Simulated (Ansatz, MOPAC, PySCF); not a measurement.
System: BNH3, charge -1, multiplicity 1. SMILES: B[NH-]
Geometry from a B3LYP-D3(BJ)/def2-TZVP (Ansatz, a program for electronic structure) optimisation:
```xyz
5

B     -0.6650     0.0506    -0.0189
N      0.7039     0.0700     0.0241
H     -1.3761    -0.9656    -0.0746
H     -1.3072     1.1029    -0.0040
H      1.0813    -0.8806     0.0044
```
Charge -1, spin multiplicity 1.

Unscaled harmonic wavenumbers (cm⁻¹) in rising order, each level at the stationary point that it reaches from this structure (no distance between atoms moves by over 0.3 Å); the order of modes can differ between levels, and a negative number is imaginary. B3LYP-D3(BJ)/def2-TZVP (PySCF, at the structure above): 830, 915, 948, 1115, 1178, 1417, 2208, 2294, 3365.

AM1 (MOPAC): 856, 926, 981, 1233, 1262, 1732, 3029, 3129, 3421. Zero-point energy 23.7 against 20.4 kcal/mol; where all levels lie over 400 cm⁻¹, the wavenumbers are on average 1.137 times those of B3LYP-D3(BJ)/def2-TZVP.

PM6 (MOPAC): 839, 937, 957, 1169, 1242, 1511, 2814, 2841, 2913. Zero-point energy 21.8 against 20.4 kcal/mol; where all levels lie over 400 cm⁻¹, the wavenumbers are on average 1.066 times those of B3LYP-D3(BJ)/def2-TZVP.

HF/6-31G* (Ansatz): 904, 975, 1070, 1233, 1287, 1559, 2295, 2395, 3565. Zero-point energy 21.8 against 20.4 kcal/mol; where all levels lie over 400 cm⁻¹, the wavenumbers are on average 1.081 times those of B3LYP-D3(BJ)/def2-TZVP.

B3LYP/6-31G* (Ansatz): 848, 930, 971, 1159, 1202, 1450, 2236, 2315, 3281. Zero-point energy 20.6 against 20.4 kcal/mol; where all levels lie over 400 cm⁻¹, the wavenumbers are on average 1.016 times those of B3LYP-D3(BJ)/def2-TZVP.
